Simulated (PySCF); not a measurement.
**How neighbours change a Si atom**

Gas-phase molecules, one conformer each, optimised by PBE0-D3(BJ)/def2-SVP. No frequency run checks that these structures are minima. Shifts by GIAO PBE0/pcSseg-2 against computed TMS. Core levels by delta-SCF with SCAN, pcX-2 on the ionised atom and pcseg-1 elsewhere, spin-free X2C (2p3/2 is the spin-free 2p value less a third of a first-order spin-orbit splitting); from the vacuum level. Excitations by CAM-B3LYP/def2-SVPD.

**Question.** Order these by the lowest singlet (eV), lowest first.
A. C[SiH](C)C (Si bonded to 3 C + 1 H)
B. C[SiH](C)F (Si bonded to 2 C + 1 F + 1 H)
C. C[SiH](F)F (Si bonded to 1 C + 2 F + 1 H)
D. F[SiH](F)F (Si bonded to 3 F + 1 H)

**Answer.** A (8.23), B (8.5), C (8.81), D (10.66).

**Question.** Give the other values.

**Answer.** 
```json
{"structure (SMILES)": "C[SiH](C)F", "Si bonded to": "2 C + 1 F + 1 H", "shift of Si (ppm)": "24.4", "core level of Si (eV)": "107.49", "lowest singlet (eV)": "8.50"}
{"structure (SMILES)": "F[SiH](F)F", "Si bonded to": "3 F + 1 H", "shift of Si (ppm)": "-71.8", "core level of Si (eV)": "110.76", "lowest singlet (eV)": "10.66"}
{"structure (SMILES)": "C[SiH](F)F", "Si bonded to": "1 C + 2 F + 1 H", "shift of Si (ppm)": "-3.7", "core level of Si (eV)": "108.99", "lowest singlet (eV)": "8.81"}
{"structure (SMILES)": "C[SiH](C)C", "Si bonded to": "3 C + 1 H", "shift of Si (ppm)": "-16.4", "core level of Si (eV)": "106.02", "lowest singlet (eV)": "8.23"}
```
